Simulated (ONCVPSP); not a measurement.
# An all-electron radial function and its pseudo partner (B (Z = 5))

Columns: radius, all-electron u(r) and pseudo u(r) of the 2s shell (level -19.42 eV) of boron in the configuration [He] 2s2; LDA (Perdew-Zunger), scalar-relativistic, ONCV scheme, ONCVPSP 4.0.1.

| r (bohr) | all-electron | pseudo |
| --- | --- | --- |
| 0.065 | -0.2323 | 0.0222 |
| 0.130 | -0.3268 | 0.0458 |
| 0.195 | -0.3339 | 0.0720 |
| 0.260 | -0.2872 | 0.1019 |
| 0.325 | -0.2087 | 0.1364 |
| 0.390 | -0.1132 | 0.1758 |
| 0.455 | -0.0104 | 0.2200 |
| 0.520 | 0.0931 | 0.2684 |
| 0.585 | 0.1930 | 0.3203 |
| 0.650 | 0.2866 | 0.3745 |
| 0.715 | 0.3725 | 0.4294 |
| 0.780 | 0.4496 | 0.4838 |
| 0.845 | 0.5178 | 0.5363 |
| 0.910 | 0.5770 | 0.5855 |
| 0.975 | 0.6274 | 0.6303 |
| 1.040 | 0.6695 | 0.6698 |
| 1.105 | 0.7037 | 0.7033 |
| 1.170 | 0.7305 | 0.7302 |
| 1.235 | 0.7507 | 0.7506 |
| 1.300 | 0.7647 | 0.7646 |
| 1.365 | 0.7731 | 0.7731 |
| 1.430 | 0.7766 | 0.7766 |
| 1.495 | 0.7757 | 0.7757 |
| 1.560 | 0.7710 | 0.7710 |
| 1.625 | 0.7629 | 0.7629 |
| 1.690 | 0.7519 | 0.7519 |

Task: How many radial nodes do the two functions have?

Result: The all-electron 2s function has n − l − 1 = 1; the pseudo-wave has 0, since the states of the same l below it are removed with the core.

Task: At about which radius was the pseudo-wave matched?

Result: 1.30 bohr. The columns agree to 0.0005 from 1.04 bohr on; several derivatives are matched, so the curves merge somewhat inside the radius.

Task: Where does each function peak?

Result: Outermost all-electron maximum near 1.43 bohr, pseudo maximum near 1.43 bohr (to the table’s step).

Task: Is the pseudo-wave norm-conserving?

Result: Yes: the ONCV scheme keeps the norm inside the radius equal to the all-electron one, which fixes the energy derivative of the logarithmic derivative at the level.
